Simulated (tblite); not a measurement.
Compound: C10H10O.
SMILES with atom numbers: `[O:1]=[C:2]([c:3]1[cH:4][cH:5][cH:6][cH:7][cH:8]1)[CH:9]1[CH2:10][CH2:11]1` (hydrogens: H12 on C4; H13 on C5; H14 on C6; H15 on C7; H16 on C8; H17 on C9; H18, H19 on C10; H20, H21 on C11)

Geometry (GFN2-xTB, Å), atoms numbered from 1 in this order:
```
atom  x, y, z in Å
O1    -1.310   -1.052   -1.449
C2    -0.852   -0.333   -0.585
C3     0.607   -0.292   -0.300
C4     1.109   -0.095    0.985
C5     2.474   -0.087    1.201
C6     3.351   -0.262    0.143
C7     2.859   -0.470   -1.136
C8     1.495   -0.496   -1.354
C9    -1.705    0.564    0.235
C10   -2.986   -0.013    0.801
C11   -3.053    0.947   -0.328
H12    0.434    0.019    1.820
H13    2.858    0.056    2.201
H14    4.416   -0.241    0.316
H15    3.540   -0.620   -1.961
H16    1.094   -0.667   -2.342
H17   -1.182    1.301    0.828
H18   -3.181   -1.054    0.591
H19   -3.284    0.309    1.788
H20   -3.405    1.951   -0.148
H21   -3.288    0.554   -1.306
```

Computed with GFN2-xTB (tblite): harmonic, unscaled wavenumbers at the GFN2-xTB geometry, gas phase. Errors from tens to a few hundred cm⁻¹ against measured bands are possible. One conformer, not necessarily the lowest.

Harmonic wavenumbers (cm⁻¹): 35.1, 54.2, 111.3, 170.7, 232.7, 261.3, 304.8, 366.8, 371.5, 495.1, 586.9, 624.0, 656.0, 696.4, 750.0, 770.9, 810.4, 869.7, 879.2, 907.7, 928.6, 931.1, 933.9, 940.9, 986.7, 1041.5, 1066.8, 1073.3, 1080.3, 1091.7, 1093.6, 1124.9, 1155.7, 1181.2, 1193.8, 1218.8, 1255.3, 1280.4, 1322.7, 1361.0, 1418.0, 1430.5, 1465.3, 1471.6, 1582.7, 1593.9, 1709.3, 3069.0, 3076.3, 3080.3, 3085.4, 3086.7, 3090.6, 3092.6, 3096.9, 3100.0, 3117.7.

A = 2920, B = 664.0, C = 573.5 MHz; mass 146.073 u (most abundant isotopes); point group C1, symmetry number 1.

Task: Zero-point energy?

Result: ½Σν̃ = 36892 cm⁻¹ = 105.48 kcal/mol.

Task: What is S at 298.15 K and 1 bar for an ideal gas of classical rigid rotors and harmonic oscillators?

Result: Translation 40.87, rotation 30.05, vibration 27.70: S = 98.6 cal/(mol K).

Task: And Cp and H(298.15 K) − H(0)?

Result: Cp = 38.92 cal/(mol K), of which vibrations give 30.98 (their classical limit is 57 R = 113.3); H(298.15 K) − H(0) = 6.68 kcal/mol without the zero-point energy, 4.31 from vibrations.

Task: How do the functions run with temperature in this model?

Result: 
| T (K) | S (cal/(mol K)) | Cp (cal/(mol K)) | H − H(0) (kcal/mol) | G − H(0) (kcal/mol) | ln q(vib) |
| --- | --- | --- | --- | --- | --- |
| 50 | 60.5 | 12.9 | 0.51 | -2.51 | 0.74 |
| 100 | 70.8 | 17.4 | 1.27 | -5.81 | 1.94 |
| 373.15 | 108.4 | 48.4 | 9.96 | -30.48 | 8.52 |
| 500 | 124.6 | 62.2 | 17.01 | -45.26 | 11.80 |
| 750 | 153.6 | 80.6 | 35.06 | -80.12 | 18.38 |
| 1000 | 178.4 | 91.9 | 56.73 | -121.70 | 24.71 |

q(vib) and H(0) count from the zero-point level.

Task: Which modes carry the vibrational entropy at 298.15 K?

Result: 35.1 cm⁻¹: 5.52; 54.2 cm⁻¹: 4.66; 111.3 cm⁻¹: 3.25; 170.7 cm⁻¹: 2.43; 232.7 cm⁻¹: 1.86; 261.3 cm⁻¹: 1.65 cal/(mol K); the other 51 give 8.34 together.

Task: What must be added to the electronic energy to get the Gibbs energy at 298.15 K and 1 bar?

Result: ZPE + [H(298.15 K) − H(0)] − T·S = 105.48 + 6.68 − 29.40 = 82.76 kcal/mol.

Hindered rotation and anharmonicity are outside this model. Other conformers, if any are populated, would add a mixing term that is left out. The structure is chiral; the term R ln 2 for an equal mix with its mirror image is left out.
